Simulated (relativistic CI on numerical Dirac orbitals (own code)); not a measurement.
## V⁴⁺ in a cubic cluster: 2p photoemission with charge transfer

Computed with a charge-transfer multiplet model of a cubic metal-ligand cluster with up to 2 ligand holes, Slater and spin-orbit integrals from Dirac-Coulomb-Breit ions, Slater integrals scaled by 0.7. The ground state mixes d1 with configurations of k ligand holes L, whose averages lie at kΔ + k(k − 1)U_dd/2; a core hole lowers each added d electron by U_cd. 300 K, Lorentzian 0.6 eV and Gaussian 0.8 eV FWHM.

Atomic integrals in eV (Slater integrals scaled, ζ unscaled), ground: F2dd 7.050, F4dd 4.418, zeta_d 0.029; with the core hole: F2dd 7.050, F4dd 4.418, zeta_d 0.047, zeta_core 4.606, F2cd 5.240, G1cd 4.036, G3cd 2.295. Where a configuration has fewer than two d electrons, the dd integrals are those of d2.

Cluster parameters (eV): Δ = 1.4, U_dd = 4.3, U_cd = 5.6, 10Dq = 1.6, 10Dq(ligand) = 1.5, final-state hopping factor = 0.9.

```csv
Case,n_d,d1,d2L,d3L2,S
"V(eg) = 1.95 eV, V(t2g) = -0.89 eV",1.75,0.36,0.52,0.12,0.50
"V(eg) = 2.85 eV, V(t2g) = -1.3 eV",1.85,0.31,0.53,0.16,0.50
"V(eg) = 3.45 eV, V(t2g) = -1.57 eV",1.89,0.29,0.53,0.18,0.50
```

Weights, n_d and S are thermal averages at 300 K. Binding energies count from the first peak over 30 % of the highest in each spectrum, which can be another peak from case to case. The parameters are a model scan and need not match a compound or its usual spin state. Peaks in eV (height, largest 100):
- V(eg) = 1.95 eV, V(t2g) = -0.89 eV: 0.0 (100), 7.7 (54), 16.0 (8)
- V(eg) = 2.85 eV, V(t2g) = -1.3 eV: 0.0 (100), 3.8 (10), 7.6 (39), 11.3 (12)
- V(eg) = 3.45 eV, V(t2g) = -1.57 eV: 0.0 (100), 4.0 (8), 7.6 (35), 10.8 (5), 13.5 (7)

For the case V(eg) = 2.85 eV, V(t2g) = -1.3 eV, Δ = 1.4 eV is smaller than U_dd = 4.3 eV, the charge-transfer side of the Zaanen-Sawatzky-Allen scheme. With the core hole the average of the configuration with one ligand hole lies at Δ − U_cd = -4.2 eV before mixing: the effective hopping of about 5.4 eV (from the holes of the mixed ground state) is comparable with this gap or larger, so the configurations mix strongly.

With at most 2 ligand holes the space is cut while the next configuration still counts, so covalency is underestimated, and a final configuration with one more ligand hole, which can lie low, is missing from the spectra.
